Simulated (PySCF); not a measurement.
Polarisability and C₆ of Zr (zirconium, neutral)

[Kr] 4d2 5s2, high-spin 3F determinant. Calculation: PySCF 2.14, in aug-cc-pwCVQZ-PP with ECP28MDF (9s9p8d5f4g3h, 180 functions); a scalar-relativistic core potential. Coupled (time-dependent) response in atomic units; α is the mean over directions.

| method | mean α (bohr³) | C₆ (like pair) | S(−4) |
| --- | --- | --- | --- |
| PBE | 121.1 | 1684 | 6632 |

S(−4) is the Cauchy moment in α(ω) = α(0) + S(−4) ω² + …

Reference α: 112 ± 13 bohr³ (recommended; Schwerdtfeger and Nagle, table of static dipole polarizabilities (2023 update)). Published C₆: 1360 (Gould and Bucko (2016)).

Spin-orbit coupling is absent.

α(iu) at PBE:

| u (hartree) | α(iu) (bohr³) |
| --- | --- |
| 0 | 121.1 |
| 0.0500 | 107.0 |
| 0.100 | 81.14 |
| 0.200 | 44.56 |
| 0.300 | 27.60 |
| 0.500 | 14.28 |
| 0.750 | 8.382 |
| 1.00 | 5.714 |
| 1.50 | 3.243 |
| 2.00 | 2.099 |
| 3.00 | 1.075 |
| 5.00 | 0.4286 |

Energies and moments cover only the electrons outside the core potential.
